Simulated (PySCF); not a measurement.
Geometries of 2 isomers of C7H8Se, from PySCF 2.14.0, PBE0-D3(BJ)/def2-SVP geometry optimisation, gas phase. One conformer each, no zero-point energy, no frequencies.

Question: Which isomer lies lower at this level?
A.
```xyz
16
angstrom
C     -3.422    0.209   -0.226
C     -2.583   -0.152    0.570
C     -1.575   -0.581    1.518
Se    -0.054    0.638    1.715
C      0.932    0.166    0.147
C      0.411   -0.519   -0.885
C      2.323    0.623    0.124
C      2.994    1.219    1.117
H     -4.166    0.532   -0.929
H     -1.170   -1.572    1.259
H     -2.000   -0.650    2.531
H     -0.631   -0.835   -0.937
H      1.050   -0.762   -1.739
H      2.835    0.446   -0.829
H      2.542    1.410    2.096
H      4.032    1.531    0.984
```
B.
```xyz
16
angstrom
C      3.133    0.169   -0.106
Se     1.985   -1.277   -0.680
C      0.278   -0.547   -0.262
C     -0.839   -1.346   -0.545
C     -2.121   -0.884   -0.268
C     -2.311    0.379    0.293
C     -1.202    1.174    0.573
C      0.088    0.719    0.299
H      2.935    1.084   -0.681
H      4.159   -0.166   -0.309
H      3.024    0.359    0.970
H     -0.703   -2.339   -0.984
H     -2.981   -1.520   -0.494
H     -3.318    0.741    0.509
H     -1.336    2.166    1.012
H      0.938    1.362    0.529
```

Answer: B. That is `C[Se]C1=CC=CC=C1`, 83.3 kcal/mol below the other.

```tsv
SMILES	atoms numbered as above	E (Eh)	relative (kcal/mol)	relative (kJ/mol)	dipole (D)
C[Se]c1ccccc1	[CH3:1][Se:2][c:3]1[cH:4][cH:5][cH:6][cH:7][cH:8]1	-2672.02757	0.0	0.0	1.21
C#CC[Se]C(=C)C=C	[CH:1]#[C:2][CH2:3][Se:4][C:5](=[CH2:6])[CH:7]=[CH2:8]	-2671.89483	83.3	348.5	0.84
```

As drawn, the lower has an aromatic ring, which the higher lacks; the higher has a C≡C bond and a C=C bond outside aromatic rings, which the lower lacks.
